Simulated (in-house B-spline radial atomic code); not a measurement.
The outermost shell (largest non-relativistic mean radius) with and without relativity; Dirac values are averaged over j. Computed with an all-electron radial atomic-structure program (B-spline basis): non-relativistic Hartree-Fock and Dirac-Hartree-Fock, averages of the configuration (point nuclei without relativity, finite nuclei with it).

```json
{"ion": "Tm3+", "configuration": "[Xe] 4f12", "outermost shell": "5p", "radius non-relativistic (bohr)": "1.4707", "radius Dirac (bohr)": "1.4217", "radius change (%)": "-3.3331", "level non-relativistic (eV)": "-61.007", "level Dirac (eV)": "-63.227", "spin-orbit splitting (eV)": "6.5913"}
{"ion": "Yb3+", "configuration": "[Xe] 4f13", "outermost shell": "5p", "radius non-relativistic (bohr)": "1.4515", "radius Dirac (bohr)": "1.4005", "radius change (%)": "-3.5098", "level non-relativistic (eV)": "-61.799", "level Dirac (eV)": "-64.203", "spin-orbit splitting (eV)": "7.0112"}
{"ion": "Lu3+", "configuration": "[Xe] 4f14", "outermost shell": "5p", "radius non-relativistic (bohr)": "1.433", "radius Dirac (bohr)": "1.3801", "radius change (%)": "-3.6901", "level non-relativistic (eV)": "-62.582", "level Dirac (eV)": "-65.179", "spin-orbit splitting (eV)": "7.4522"}
{"ion": "Hf3+", "configuration": "[Xe] 4f14 5d1", "outermost shell": "5d", "radius non-relativistic (bohr)": "1.9097", "radius Dirac (bohr)": "1.9482", "radius change (%)": "2.0185", "level non-relativistic (eV)": "-33.320", "level Dirac (eV)": "-32.259", "spin-orbit splitting (eV)": "0.50291"}
{"ion": "Ta3+", "configuration": "[Xe] 4f14 5d2", "outermost shell": "5d", "radius non-relativistic (bohr)": "1.8094", "radius Dirac (bohr)": "1.8434", "radius change (%)": "1.8797", "level non-relativistic (eV)": "-35.563", "level Dirac (eV)": "-34.444", "spin-orbit splitting (eV)": "0.65262"}
{"ion": "W3+", "configuration": "[Xe] 4f14 5d3", "outermost shell": "?", "radius non-relativistic (bohr)": "?", "radius Dirac (bohr)": "?", "radius change (%)": "?", "level non-relativistic (eV)": "?", "level Dirac (eV)": "?", "spin-orbit splitting (eV)": "?"}
{"ion": "Re3+", "configuration": "[Xe] 4f14 5d4", "outermost shell": "?", "radius non-relativistic (bohr)": "?", "radius Dirac (bohr)": "?", "radius change (%)": "?", "level non-relativistic (eV)": "?", "level Dirac (eV)": "?", "spin-orbit splitting (eV)": "?"}
{"ion": "Os3+", "configuration": "[Xe] 4f14 5d5", "outermost shell": "5d", "radius non-relativistic (bohr)": "1.5757", "radius Dirac (bohr)": "1.6001", "radius change (%)": "1.5476", "level non-relativistic (eV)": "-42.185", "level Dirac (eV)": "-40.901", "spin-orbit splitting (eV)": "1.195"}
{"ion": "Ir3+", "configuration": "[Xe] 4f14 5d6", "outermost shell": "5d", "radius non-relativistic (bohr)": "1.5136", "radius Dirac (bohr)": "1.5357", "radius change (%)": "1.4606", "level non-relativistic (eV)": "-44.378", "level Dirac (eV)": "-43.038", "spin-orbit splitting (eV)": "1.4092"}
{"ion": "Pt3+", "configuration": "[Xe] 4f14 5d7", "outermost shell": "?", "radius non-relativistic (bohr)": "?", "radius Dirac (bohr)": "?", "radius change (%)": "?", "level non-relativistic (eV)": "?", "level Dirac (eV)": "?", "spin-orbit splitting (eV)": "?"}
{"ion": "Au3+", "configuration": "[Xe] 4f14 5d8", "outermost shell": "5d", "radius non-relativistic (bohr)": "1.4056", "radius Dirac (bohr)": "1.4241", "radius change (%)": "1.3114", "level non-relativistic (eV)": "-48.769", "level Dirac (eV)": "-47.313", "spin-orbit splitting (eV)": "1.8923"}
```

(1) Fill in the row of W3+.

(2) Fill in the row of Re3+.

(3) Fill in the row of Pt3+.

(4) Which member changes most?

Answers

(1) outermost shell: 5d; radius non-relativistic (bohr): 1.7219; radius Dirac (bohr): 1.7522; radius change (%): 1.7552; level non-relativistic (eV): -37.783; level Dirac (eV): -36.609; spin-orbit splitting (eV): 0.81743.

(2) outermost shell: 5d; radius non-relativistic (bohr): 1.6447; radius Dirac (bohr): 1.6718; radius change (%): 1.6452; level non-relativistic (eV): -39.988; level Dirac (eV): -38.76; spin-orbit splitting (eV): 0.99799.

(3) outermost shell: 5d; radius non-relativistic (bohr): 1.4572; radius Dirac (bohr): 1.4773; radius change (%): 1.3824; level non-relativistic (eV): -46.572; level Dirac (eV): -45.174; spin-orbit splitting (eV): 1.6414.

(4) Lutetium (Lu3+): its 5p shell contracts by 3.7 %.
